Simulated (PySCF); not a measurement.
Species: C₆H₉B.
Bonds: C1–C2 (double), C2–B3, B3–C4, C4–C5 (double), B3–C6, C6–C7 (double). Hydrogens: H8, H9 on C1; H10 on C2; H11 on C4; H12, H13 on C5; H14 on C6; H15, H16 on C7.

Method used: PBE0-D3(BJ)/def2-SVP geometry optimisation, gas phase (PySCF 2.14.0).

Task: Give the optimised bond lengths and angles.

Result: 
```
                  bond  length (bohr)   order
   C1=C2, C4=C5, C6=C7          2.539  double
   C2–B3, B3–C4, B3–C6          2.950  single
 C1–H8, C5–H13, C7–H15          2.070  single
 C1–H9, C5–H12, C7–H16          2.071  single
C2–H10, C4–H11, C6–H14          2.077  single
```

Bonds in one row agree within 0.02 bohr and their mean is given. Orders are formal, as drawn. A selection of angles:
```
    angle  degrees
 C2–C1–H8    121.3
 C2–C1–H9    122.4
 H8–C1–H9    116.3
 C1–C2–B3    124.3
C1–C2–H10    116.9
B3–C2–H10    118.6
 C2–B3–C4    118.0
 C2–B3–C6    121.4
C4–C5–H12    122.6
C7–C6–H14    116.5
```

Torsions: C1–C2–B3–C4 -151° (antiperiplanar); C2–B3–C4–C5 179° (antiperiplanar); C2–B3–C6–C7 32° (synclinal). The mirror-image conformer, all signs reversed, is as good.

All 3 B–C bonds measure 1.560 to 1.563 Å. B3 (three-coordinate boron) is planar (angles 121.4°, 120.6° and 118.0°, sum 360.0°, 0.00 Å off the plane of its three neighbours). Of the pairs four or more bonds apart, H13···H14 is among the closest relative to their van der Waals radii: 2.25 Å, 94 % of the sum of Bondi's values. All 3 C–C bonds measure 1.343 to 1.344 Å.

Point group: C1 (no symmetry element, even within 0.4 Å). No PBE0-D3(BJ)/def2-SVP frequencies stand behind this structure, so it isn't proved a minimum. One conformer, not necessarily the lowest.

Time: 49 s. Hardware: one thread of an x86-64 server, on a shared host. These figures are those of the optimisation.
